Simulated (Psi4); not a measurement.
Cl₂Sr, triplet, at a GFN2-xTB geometry (such geometries of metal compounds can be far from the true shape) (a higher spin typed on purpose: for a closed-shell molecule this is an excited state) (all electrons, no relativity), with bond 3-1 at 1.3 times its length.

The Psi4 input:
```
memory 2 GB

molecule {
0 3
  Sr    0.50354995   -0.98029751    0.16357802
  Cl    0.31464289    1.39392006   -1.09624314
  Cl   -2.02335765    1.33062241    0.90070420
}

set basis 3-21g
set reference uhf
set scf_type pk

energy('scf')
print_variables()
```

### Question
Give the number of basis functions at the level HF/3-21G (Psi4 1.11).

### Answer
53

### Question
What nuclear repulsion energy does HF/3-21G give?

### Answer
274.1972 Eh

### Question
Estimate the <S^2> that HF/3-21G returns for this input.

### Answer
2.003

### Question
Estimate the dipole moment that HF/3-21G returns for this input.

### Answer
6.20 D

### Question
Give the total energy at the level HF/3-21G.

### Answer
-4031.771844 Ha

These values belong to the state on which the SCF converged, which isn't shown to be the lowest.
